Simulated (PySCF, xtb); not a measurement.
H5NO3Si, SMILES O[Si](O)(O)N. The values are those of a single conformer.

Harmonic wavenumbers (cm⁻¹) from GFN2-xTB (xtb) at its own minimum, in rising order: 133, 188, 207, 240, 270, 273, 302, 306, 311, 661, 761, 815, 836, 840, 842, 927, 932, 974, 1537, 3488, 3516, 3683, 3707, 3713.

**Question.** What does PBE-D3(BJ)/def2-SVP (PySCF) give at its own minimum? (An estimate is asked for; the answer gives what the named calculation found.)

**Answer.** 131, 214, 232, 253, 289, 324, 343, 359, 394, 413, 723, 778, 810, 818, 837, 886, 959, 972, 1486, 3505, 3603, 3763, 3765, 3771. Paired by order, the mean absolute difference is 46 cm⁻¹ and the zero-point energies are 42.1 and 42.4 kcal/mol.
